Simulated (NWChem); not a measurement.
System: AlH₂ cation; SMILES [AlH2+]

Parts of the log:

```
             Northwest Computational Chemistry Package (NWChem) 7.3.0
             --------------------------------------------------------

 ORDER OF PRIMARY AXIS IS BEING SET TO 4
 D4H symmetry detected

                             Geometry "geometry" -> ""
                             -------------------------

 Output coordinates in angstroms (scale by  1.889725989 to convert to a.u.)

  No.       Tag          Charge          X              Y              Z
 ---- ---------------- ---------- -------------- -------------- --------------
    1 Al                  13.0000     0.00000000     0.00000000     0.00000000
    2 H                    1.0000     0.00000000     0.00000000    -1.55363500
    3 H                    1.0000     0.00000000     0.00000000     1.55363500

 Effective nuclear repulsion energy (a.u.)       9.0260563765

      Symmetry information
      --------------------

 Group name             D4h
 Group number             28
 Group order              16
 No. of unique centers     2

                                 NWChem DFT Module
                                 -----------------

 Summary of "ao basis" -> "ao basis" (spherical)
 ------------------------------------------------------------------------------
       Tag                 Description            Shells   Functions and Types
 ---------------- ------------------------------  ------  ---------------------
 Al                        def2-tzvp                13       37   5s5p2d1f
 H                         def2-tzvp                 4        6   3s1p

      Symmetry analysis of basis
      --------------------------

        a1g        11
        a1u         0
        a2g         0
        a2u        10
        b1g         2
        b1u         1
        b2g         2
        b2u         1
        eg          6
        eu         16

            General Information
            -------------------
          SCF calculation type: DFT
          Wavefunction type:  closed shell.
          No. of atoms     :     3
          No. of electrons :    14
           Alpha electrons :     7
            Beta electrons :     7
          Charge           :     1
          Spin multiplicity:     1
          Use of symmetry is: on ; symmetry adaption is: on
          Maximum number of iterations: 150
          AO basis - number of functions:    49
                     number of shells:    21
          Convergence on energy requested:  1.00D-06
          Convergence on density requested:  1.00D-05
          Convergence on gradient requested:  5.00D-04

              XC Information
              --------------
                         B3LYP Method XC Potential
                     Hartree-Fock (Exact) Exchange  0.200
                        Slater Exchange Functional  0.800 local
                    Becke 1988 Exchange Functional  0.720 non-local
              Lee-Yang-Parr Correlation Functional  0.810
                  VWN I RPA Correlation Functional  0.190 local

             Grid Information
             ----------------
          Grid used for XC integration:  medium
          Radial quadrature: Mura-Knowles
          Angular quadrature: Lebedev.
          Tag              B.-S. Rad. Rad. Pts. Rad. Cut. Ang. Pts.
          ---              ---------- --------- --------- ---------
          Al                  1.25       88           8.0       590
          H                   0.35       45          10.0       434
          Grid pruning is: on
          Number of quadrature shells:   133
          Spatial weights used:  Erf1

      Superposition of Atomic Density Guess
      -------------------------------------

 Sum of atomic energies:        -242.87444228

 Renormalizing density from      15.00 to     14

      Non-variational initial energy
      ------------------------------

 Total energy =    -232.497189
 1-e energy   =    -331.710735
 2-e energy   =      90.187490
 HOMO         =      -0.734273
 LUMO         =      -0.360388

      Symmetry analysis of molecular orbitals - initial
      -------------------------------------------------

 !! scf_movecs_sym_adapt:    6 vectors were symmetry contaminated

  Symmetry fudging

 !! scf_movecs_sym_adapt:    6 vectors were symmetry contaminated

  Numbering of irreducible representations:

     1 a1g         2 a1u         3 a2g         4 a2u         5 b1g
     6 b1u         7 b2g         8 b2u         9 eg         10 eu

  Orbital symmetries:

     1 a1g         2 a1g         3 a2u         4 eu          5 eu
     6 a1g         7 a2u         8 eu          9 eu         10 a1g
    11 a1g        12 eg         13 eg         14 a2u        15 b1g
    16 b2g        17 eu

     ---------------------------------------------
      Total Density - Mulliken Population Analysis
     ---------------------------------------------

    Atom       Charge   Shell Charges
 -----------   ------   -------------------------------------------------------
    1 Al  13    12.47   2.00  0.75  1.24  1.30  0.21  3.18  2.21  0.66  0.75  0.09  0.03  0.02  0.03
    2 H    1     0.77   0.19  0.40  0.17  0.01
    3 H    1     0.77   0.19  0.40  0.17  0.01

   convergence    iter        energy       DeltaE   RMS-Dens  Diis-err
 ---------------- ----- ----------------- --------- --------- ---------
 d= 0,ls=0.0,diis     1   -243.1838190962 -2.52D+02  1.65D-02  4.78D+00
 d= 0,ls=0.0,diis     2   -243.2799637802 -9.61D-02  6.38D-03  1.58D+00
 d= 0,ls=0.0,diis     3   -243.3278632790 -4.79D-02  4.32D-04  4.09D-04
 d= 0,ls=0.0,diis     4   -243.3278997719 -3.65D-05  1.05D-04  1.68D-05
 d= 0,ls=0.0,diis     5   -243.3279032723 -3.50D-06  7.40D-06  1.33D-08
 d= 0,ls=0.0,diis     6   -243.3279032755 -3.26D-09  2.89D-07  6.75D-11

         Total DFT energy =     -243.327903275538
      One electron energy =     -351.514528073306
           Coulomb energy =      118.298400093203
    Exchange-Corr. energy =      -19.137831671928
 Nuclear repulsion energy =        9.026056376493

 Numeric. integr. density =       14.000007719174

                  Occupations of the irreducible representations
                  ----------------------------------------------

                     irrep           alpha         beta
                     --------     --------     --------
                     a1g               3.0          3.0
                     a1u               0.0          0.0
                     a2g               0.0          0.0
                     a2u               2.0          2.0
                     b1g               0.0          0.0
                     b1u               0.0          0.0
                     b2g               0.0          0.0
                     b2u               0.0          0.0
                     eg                0.0          0.0
                     eu                2.0          2.0

                       DFT Final Molecular Orbital Analysis
                       ------------------------------------

 Vector    5  Occ=2.000000D+00  E=-2.999864D+00  Symmetry=a2u
              MO Center= -1.6D-17, -3.9D-17,  8.1D-17, r^2= 1.3D-01
   Bfn.  Coefficient  Atom+Function         Bfn.  Coefficient  Atom+Function
  ----- ------------  ---------------      ----- ------------  ---------------
     8      0.553709  1 Al pz                11      0.395267  1 Al pz
    14      0.208108  1 Al pz

 Vector    6  Occ=2.000000D+00  E=-6.760529D-01  Symmetry=a1g
              MO Center= -3.2D-16,  3.7D-15,  5.1D-15, r^2= 2.1D+00
   Bfn.  Coefficient  Atom+Function         Bfn.  Coefficient  Atom+Function
  ----- ------------  ---------------      ----- ------------  ---------------
     4      0.666924  1 Al s                  3     -0.317381  1 Al s
    39      0.161753  2 H  s                 45      0.161753  3 H  s
     5      0.143690  1 Al s                 38      0.111976  2 H  s
    44      0.111976  3 H  s                  2      0.089642  1 Al s
    23      0.060164  1 Al d  0               1      0.057737  1 Al s

 Vector    7  Occ=2.000000D+00  E=-5.877636D-01  Symmetry=a2u
              MO Center=  4.0D-32, -3.3D-30,  3.6D-15, r^2= 2.6D+00
   Bfn.  Coefficient  Atom+Function         Bfn.  Coefficient  Atom+Function
  ----- ------------  ---------------      ----- ------------  ---------------
    17      0.406409  1 Al pz                39     -0.212317  2 H  s
    45      0.212317  3 H  s                 38     -0.146075  2 H  s
    44      0.146075  3 H  s                 40     -0.140996  2 H  s
    46      0.140996  3 H  s                  8     -0.108608  1 Al pz
    11     -0.092844  1 Al pz                20      0.055884  1 Al pz

 Vector    8  Occ=0.000000D+00  E=-3.097097D-01  Symmetry=eu
              MO Center=  1.4D-15,  2.7D-15,  4.9D-16, r^2= 3.1D+00
   Bfn.  Coefficient  Atom+Function         Bfn.  Coefficient  Atom+Function
  ----- ------------  ---------------      ----- ------------  ---------------
    16      0.551232  1 Al py                19      0.429392  1 Al py
    15      0.277662  1 Al px                18      0.216289  1 Al px
     7     -0.116503  1 Al py                10     -0.098765  1 Al py
     6     -0.058684  1 Al px                 9     -0.049749  1 Al px

 Vector    9  Occ=0.000000D+00  E=-3.097097D-01  Symmetry=eu
              MO Center=  6.0D-15, -3.7D-15, -2.3D-15, r^2= 3.1D+00
   Bfn.  Coefficient  Atom+Function         Bfn.  Coefficient  Atom+Function
  ----- ------------  ---------------      ----- ------------  ---------------
    15      0.551232  1 Al px                18      0.429392  1 Al px
    16     -0.277662  1 Al py                19     -0.216289  1 Al py
     6     -0.116503  1 Al px                 9     -0.098765  1 Al px
     7      0.058684  1 Al py                10      0.049749  1 Al py

[...]
```

Level: B3LYP/def2-TZVP. Coordinates come from a PBE0-D3(BJ)/def2-TZVP optimisation. B3LYP is NWChem's, with the RPA form of VWN correlation.

### Question
Which NWChem input produces such a log?

### Answer
One answer among several that fit: the input that was run:
```
start job
memory heap 200 mb stack 900 mb global 1100 mb
charge 1
geometry units angstroms noautoz
  Al     0.000000     0.000000     0.000000
  H      0.000000     0.000000    -1.553635
  H      0.000000     0.000000     1.553635
end
basis spherical
  Al library def2-tzvp
  H library def2-tzvp
end
dft
  xc b3lyp
  iterations 150
  mulliken
end
task dft energy
```
